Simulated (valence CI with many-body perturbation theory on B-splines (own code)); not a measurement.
Results of a calculation; reference values are marked as such.
**Ladder of approximations for Pt39+**

Level of theory: relativistic CI+MBPT: three valence electrons over a frozen Dirac-Fock core [Kr], a basis of 9 s, 9 p, 10 d, 8 f, 5 g, 3 h, 1 i functions for each j, with the one-electron correlation potential Σ1 (screened to all orders), the two-electron term Σ2, the three-electron term Σ3, Breit, model QED; selected single and double excitations, second order for the rest (own B-spline code, finite nucleus).

The last digits are not significant, and no measured levels were compared; by estimate large intervals hold to a few tenths of a per cent, small ones and those within an open d or f shell to about a per cent. Only levels of the ground parity were solved; by the run's estimate the other parity begins above the list, which can be wrong where configurations are misplaced.

Each rung adds one term. CI alone is the Dirac-Coulomb CI over the frozen core; QED comes last and gives the full result, which names the levels. Energies are above (4d3/2^3) J=3/2 on the same rung, in cm⁻¹.

Levels are named by their leading jj configuration (3d3/2^4 stands for four electrons in 3d with j = 3/2), which in mixed levels can hold well under half, so a name can repeat and another be missing. Letters in brackets count levels of one name in rising energy.

```
                    Level  CI alone
(4d3/2^2 4d5/2) J=5/2 [a]    170617
    (4d3/2^2 4d5/2) J=3/2    191137
    (4d3/2^2 4d5/2) J=7/2    208064
    (4d3/2^2 4d5/2) J=9/2    211219
    (4d3/2^2 4d5/2) J=1/2    209629
(4d3/2^2 4d5/2) J=5/2 [b]    284560
(4d3/2 4d5/2^2) J=7/2 [a]    373146
    (4d3/2 4d5/2^2) J=9/2    390761
(4d3/2 4d5/2^2) J=3/2 [a]    402778
    (4d3/2 4d5/2^2) J=1/2    412863
(4d3/2 4d5/2^2) J=5/2 [a]    420866
   (4d3/2 4d5/2^2) J=11/2    426648
(4d3/2 4d5/2^2) J=5/2 [b]    448810
(4d3/2 4d5/2^2) J=7/2 [b]    454335
(4d3/2 4d5/2^2) J=3/2 [b]    512598
          (4d5/2^3) J=9/2    590344
```

What do these energies become with core correlation, Breit and QED?

(4d3/2^2 4d5/2) J=5/2 [a] 168531 (-2086); (4d3/2^2 4d5/2) J=3/2 188738 (-2399); (4d3/2^2 4d5/2) J=7/2 202921 (-5144); (4d3/2^2 4d5/2) J=9/2 204868 (-6351); (4d3/2^2 4d5/2) J=1/2 206515 (-3114); (4d3/2^2 4d5/2) J=5/2 [b] 279389 (-5171); (4d3/2 4d5/2^2) J=7/2 [a] 368089 (-5057); (4d3/2 4d5/2^2) J=9/2 383958 (-6803); (4d3/2 4d5/2^2) J=3/2 [a] 398456 (-4322); (4d3/2 4d5/2^2) J=1/2 408336 (-4527); (4d3/2 4d5/2^2) J=5/2 [a] 413506 (-7360); (4d3/2 4d5/2^2) J=11/2 416595 (-10053); (4d3/2 4d5/2^2) J=5/2 [b] 440880 (-7930); (4d3/2 4d5/2^2) J=7/2 [b] 444834 (-9501); (4d3/2 4d5/2^2) J=3/2 [b] 507512 (-5086); (4d5/2^3) J=9/2 582083 (-8261).

How does the ionisation energy move along the ladder, and which term matters most?

CI alone 1819.0, + Σ1 1821.9, + Σ2 1823.6, + Σ3 1823.6, + Breit 1822.3, + QED 1822.4 eV. The largest step is Σ1, 2.9 eV. NIST lists 1821 ± 4 eV (theoretical).
